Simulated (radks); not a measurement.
Question: Mo+, 41 electrons, occupied as [Kr] 4d5. Method: Dirac Kohn-Sham, PBEsol, spin-unpolarised, spherical densities, finite nucleus; open shells are shared between the two j in proportion to 2j + 1; Fermi nuclear charge, rms radius 4.4091 fm; computed with a radial shooting solver on a logarithmic mesh with Libxc functionals. Some entries of the table are withheld. Estimate them.

| orbital | occ. | eigenvalue (eV) | <1/r> (bohr^-1) |
|---|---|---|---|
| 1s1/2 | 2 | (1) | 43.53 |
| 2s1/2 | 2 | -2802.725 | (2) |
| 2p1/2 | 2 | -2579.416 | 9.886 |
| 2p3/2 | 4 | -2472.957 | 9.413 |
| 3s1/2 | 2 | -482.3584 | 3.388 |
| 3p1/2 | 2 | -397.3842 | 3.288 |
| 3p3/2 | 4 | -379.8507 | 3.174 |
| 3d3/2 | 4 | -229.4756 | (3) |
| 3d5/2 | 6 | -226.1549 | (4) |
| 4s1/2 | 2 | -71.0200 | 1.235 |
| 4p1/2 | 2 | -46.9312 | (5) |
| 4p3/2 | 4 | -44.4438 | (6) |
| 4d3/2 | 2 | -10.5449 | (7) |
| 4d5/2 | 3 | -10.3289 | (8) |

Answer: 
(1) 1s1/2 eigenvalue (eV): -19806.84
(2) 2s1/2 <1/r> (bohr^-1): 9.907
(3) 3d3/2 <1/r> (bohr^-1): 2.986
(4) 3d5/2 <1/r> (bohr^-1): 2.957
(5) 4p1/2 <1/r> (bohr^-1): 1.111
(6) 4p3/2 <1/r> (bohr^-1): 1.077
(7) 4d3/2 <1/r> (bohr^-1): 0.7213
(8) 4d5/2 <1/r> (bohr^-1): 0.7126
